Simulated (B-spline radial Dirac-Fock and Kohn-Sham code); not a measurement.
## Run log: Nb⁷⁺

ΔSCF core binding energies without Breit or QED terms, calculated with an atomic code on a B-spline grid. Keys: rel is the Hamiltonian (dirac, or spin-free x2c and nr, where L3 and M5 stand for the whole 2p and 3d shells), method is hf or an exchange,correlation pair (spin-unpolarised, also for the hole states), nuc the nuclear model, radius_factor scales its radius, rmax is the box in bohr, h the logarithmic mesh step, order the B-spline order, points the quadrature points per cell, c_factor scales the speed of light, and damp, ndamp, maxit and tol steer the iteration. The run stops when the commutator error falls below 10·tol·max(1, Z/10), or the numerical noise floor, and the energy has settled to about 1e-8 Ha; the virial ratio is −V/T.

Input (task.json):

```json
{"items": [{"Z": 41, "q": 7, "cfg": [[1, 0, 2], [2, 0, 2], [2, 1, 6], [3, 0, 2], [3, 1, 6], [3, 2, 10], [4, 0, 2], [4, 1, 4]], "A": 93, "rrms": 4.324, "do": "settings", "holes": ["K", "L3", "M5"],
  "settings": [{"rel": "dirac", "method": "hf", "nuc": "fermi", "radius_factor": 1.0, "rmax": 45.0, "h": 0.3, "order": 8, "points": 10, "c_factor": 1.0, "maxit": 93, "damp": 0.5, "ndamp": 3, "tol": 1e-14}]}]}
```

Command: `python xray2_run.py task.json out`

Ground-state iterations:

```
iter   energy (Ha)        error
   1    -3798.51554117  1.49e+00
   2    -3804.33273728  4.76e-01
   3    -3805.27471305  1.36e-01
   4    -3805.35868153  3.82e-02
   5    -3805.36535061  1.68e-02
   6    -3805.36673118  3.82e-04
   7    -3805.36673246  7.71e-05
   8    -3805.36673248  4.52e-06
   9    -3805.36673248  1.81e-07
```

The ground state converged in 9 iterations, with total energy -3805.36673 Ha, virial ratio 1.96570 and highest orbital energy -137.92 eV. ΔSCF binding energies: K (1s) 19160.0 eV, M5 (3d5/2) 324.2 eV. Holes are computed only in closed shells, and unreliable hole states are left out.

One setting is outside the advised range (tolerance below the noise), but here it does no visible harm: the result matches the run with default settings.
